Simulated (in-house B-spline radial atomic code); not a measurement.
Results of a calculation; reference values are marked as such.
**Correlation energy from the adiabatic connection: ω²r²/2, ω = 13**

Two electrons in a singlet, external potential ω²r²/2, ω = 13 (atomic units). Full CI in B-splines (partial waves to l = 8, correlation up to 0.6 % small) with the density held fixed gives W(λ) = <V_ee>_λ − U, and E_c is the integral of W(λ) − W(0) from 0 to 1.

| λ | W(λ) − W(0) (hartree) |
| --- | --- |
| 0 | 0.00000 |
| 0.02 | -0.00199 |
| 0.05 | -0.00495 |
| 0.12 | -0.01182 |
| 0.25 | -0.02435 |
| 0.4 | -0.03848 |
| 0.6 | -0.05678 |
| 0.8 | -0.07449 |
| 1 | -0.09163 |

Problem. Integrate the table by the trapezoid rule.

Solution. The strips give -0.00002, -0.00010, -0.00059, -0.00235, -0.00471, -0.00953, -0.01313, -0.01661, which sum to -0.04704 hartree. The direct value, W(1) − W(0) + T_c with T_c = 0.04456, is -0.04708; the curve is convex, so chords lie above it and the trapezoids fall short in size by 0.08 %.

Problem. Now use only three numbers: W(0) = -2.8219, the initial slope W'(0) = -0.09946 (extrapolated from the first points) and the strong-coupling limit of the point-charge-plus-continuum model, W∞ = -3.8601. What do second-order theory and the interpolation W(λ) = W∞ + (W(0) − W∞)/√(1 + 2χλ) of Seidl, Perdew and Levy give?

Solution. Second order keeps the slope alone: E_c = W'(0)/2 = -0.04973, +6 % in size against -0.04708. Matching the slope fixes χ = W'(0)/(W∞ − W(0)) = -0.09946/(-1.03820) = 0.09580. Integrating, with s = √(1 + 2χ) = 1.091605, E_c = −(W(0) − W∞)(s − 1)/(s + 1) = −1.03820 × 0.091605/2.091605 = -0.04547 hartree, -3.4 % in size against the full result. At λ = 1 the formula gives W − W(0) = -0.08712 against -0.09163. Part of the miss can come from the model's W∞.
